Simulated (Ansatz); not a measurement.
Geometry optimisation, Ansatz 0.2.0, RKS B3LYP/6-31G*.

Input:

```yaml
crystal:
  periodic: [false, false, false]
  atoms:
    - { symbol: B, position_ang: [-0.2743, 1.5779, 1.4565] }
    - { symbol: C, position_ang: [-0.0257, 0.4705, 0.4274] }
    - { symbol: Si, position_ang: [-1.5, -0.3477, -0.4275] }
    - { symbol: "N", position_ang: [1.2831, 0.1548, 0.2124] }
    - { symbol: C, position_ang: [1.6406, -0.9026, -0.71] }
    - { symbol: H, position_ang: [0.5639, 2.1871, 1.9994] }
    - { symbol: H, position_ang: [-1.4086, 1.9558, 1.6704] }
    - { symbol: H, position_ang: [-2.6912, 0.2694, 0.0354] }
    - { symbol: H, position_ang: [-1.3439, -0.1602, -1.8268] }
    - { symbol: H, position_ang: [-1.4684, -1.7819, -0.0655] }
    - { symbol: H, position_ang: [1.306, -0.6574, -1.7072] }
    - { symbol: H, position_ang: [2.7651, -0.9505, -0.656] }
    - { symbol: H, position_ang: [-0.01479, -0.38672, -0.24577] }
basis:
  gaussian: { orbitals: "6-31G*" }
hamiltonian:
  xc: b3lyp
relax:
  f_tol: 0.02
  max_steps: 50
output:
  orbitals: {}
```

Launched with:

```bash
$ ansatz run input.yaml --threads 2 --pin off --max-ram 3072MiB --backend cpu --events-out ev --progress --plain --runs-dir out
```

Q: Where does it end, and by what steps?

A: The run converged. The force dipped under the threshold on the way, but the program's further checks kept it going. After 33 steps the energy has fallen by 5.840 eV; H11 moved furthest, 2.25 Å. Parted: Si3–H13 (1.50 → 2.46 Å).

| step | energy less start (eV) | largest force component (eV/Å) | accepted |
| --- | --- | --- | --- |
| 0 | 0.0000 | 4.461 | yes |
| 2 | -2.1149 | 4.205 | yes |
| 4 | -3.0530 | 1.483 | yes |
| 6 | -3.9284 | 2.054 | yes |
| 8 | -4.7503 | 1.990 | yes |
| 10 | -5.3029 | 1.101 | yes |
| 12 | -5.4703 | 0.521 | yes |
| 14 | -5.5371 | 0.278 | yes |
| 16 | -5.5957 | 0.737 | yes |
| 18 | -5.6591 | 0.719 | yes |
| 20 | -5.7477 | 1.086 | yes |
| 22 | -5.7644 | 0.802 | no |
| 24 | -5.8139 | 0.090 | yes |
| 26 | -5.8285 | 0.164 | yes |
| 28 | -5.8349 | 0.236 | yes |
| 30 | -5.8391 | 0.066 | yes |
| 32 | -5.8398 | 0.019 | yes |
| 33 | -5.8400 | 0.011 | yes |

```xyz
13
Properties=species:S:1:pos:R:3
B -0.229 1.416 1.200
C -0.015 0.108 0.409
Si -1.638 0.056 -0.659
N 1.088 0.110 -0.530
C 1.922 -0.846 -0.495
H 0.293 2.433 0.857
H -0.989 1.415 2.124
H -2.800 -0.254 0.215
H -1.873 1.348 -1.352
H -1.471 -1.021 -1.665
H 1.864 -1.685 0.216
H 2.757 -0.850 -1.197
H -0.078 -0.801 1.039
```

The run took 2.6 min on 2 threads of Intel(R) Xeon(R) Platinum 8259CL CPU @ 2.50GHz (Skylake/Cascade Lake) (shared host), peak memory 0.23 GiB.
